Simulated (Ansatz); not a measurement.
Relaxation of C3H6N2OSi (13 atoms, charge 0, multiplicity 1), to a largest force component of 0.02 eV/Å in at most 50 steps.

All numbers below come from RHF/def2-SVP in Ansatz 0.2.0.

```xyz
13
Properties=species:S:1:pos:R:3
Si 0.744 -2.340 0.894
O 0.084 -0.762 0.719
C 0.100 -0.153 -0.579
C -0.364 1.218 -0.469
N -1.587 1.735 -0.673
C -1.018 2.926 -0.264
N 0.156 2.380 -0.083
H -0.448 -0.755 1.554
H 2.127 -2.273 0.526
H 0.558 -2.745 2.311
H -0.475 -0.725 -1.264
H 1.186 -0.058 -0.903
H -1.480 3.947 -0.170
```

**Question.** Where does it end, and by what steps?

**Answer.** The forces met the threshold. After 35 steps the energy has fallen by 3.577 eV; H9 moved furthest, 1.67 Å.

```
step  energy less start (eV)  largest force component (eV/Å)  accepted
   0                  0.0000                           7.121       yes
   2                 -3.1609                           2.396       yes
   4                 -3.4254                           0.622       yes
   6                 -3.4584                           0.183       yes
   8                 -3.4794                           0.304       yes
  10                 -3.4961                           0.182       yes
  12                 -3.5040                           0.282       yes
  14                 -3.5177                           0.263       yes
  16                 -3.5399                           0.302       yes
  18                 -3.5500                           0.525        no
  20                 -3.5657                           0.192       yes
  22                 -3.5704                           0.148       yes
  24                 -3.5720                           0.201       yes
  26                 -3.5713                           0.605        no
  28                 -3.5759                           0.030       yes
  30                 -3.5765                           0.050       yes
  32                 -3.5768                           0.024       yes
  34                 -3.5768                           0.018        no
  35                 -3.5769                           0.006       yes
```

```xyz
13
Properties=species:S:1:pos:R:3
Si 1.708 -2.280 0.726
O 0.265 -0.718 0.651
C -0.298 -0.233 -0.542
C -0.598 1.221 -0.441
N -1.620 1.886 -0.763
C -0.744 2.992 -0.312
N 0.271 2.328 0.029
H -0.335 -0.691 1.384
H 2.043 -1.806 2.123
H 0.590 -3.209 1.175
H -1.207 -0.769 -0.809
H 0.450 -0.387 -1.319
H -0.943 4.059 -0.302
```

Run time: 43 s on 2 threads of AMD EPYC 9R45 96-Core Processor (Zen 5), on a shared host, peak memory 0.39 GiB.
